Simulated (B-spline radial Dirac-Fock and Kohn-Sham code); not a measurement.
# Tm⁺: non-radiative channels of the 3p1/2 vacancy

System: the Tm⁺ ion, [Xe] 4f13 6s1.

Model: one-electron (LDA, Dirac) transition rates at Dirac-Fock energies. Program: a radial atomic solver. Kinetic energies are configuration averages from the vacuum level; the two-hole energies are estimated from single-hole states.

| transition | kinetic energy (eV) | width (meV) | share (%) |
| --- | --- | --- | --- |
| M2-M4N1 | 71.35 | 755 | 7.3 |
| M2-M5N1 | 115.8 | 127 | 1.2 |
| M2-M4N2 | 161.0 | 734 | 7.1 |
| M2-M3N6 | 173.6 | 329 | 3.2 |
| M2-M3N7 | 175.2 | 342 | 3.3 |
| M2-M5N2 | 204.9 | 833 | 8.1 |
| M2-M4N3 | 208.2 | 893 | 8.7 |
| M2-M4N4 | 356.5 | 300 | 2.9 |
| M2-M4N5 | 364.1 | 351 | 3.4 |
| M2-M4O1 | – | 117 | 1.1 |
| M2-M4O3 | 528.2 | 103 | 1.0 |
| M2-M4N6 | 545.2 | 1560 | 15.1 |
| M2-M4N7 | 546.2 | 2360 | 23.0 |
| M2-N2N3 | 1339.2 | 118 | 1.1 |
| M2-N2N4 | 1489.2 | 112 | 1.1 |
| M2-N2N5 | 1494.0 | 184 | 1.8 |

A dash stands for an energy that rests on an unreliable hole state.

Coster-Kronig rates are the weakest part of this model and often come out 1.5 to 2.5 times too large. The listed channels hold 90 % of the non-radiative rate. Summed by principal shells, of 10.3 eV in all: MMN 85.6 %, MNN 8.1 %, MMO 5.2 %, MNO 0.9 %.

Values without a named source are computed, but for edge energies of neutral atoms, which are taken from tables.
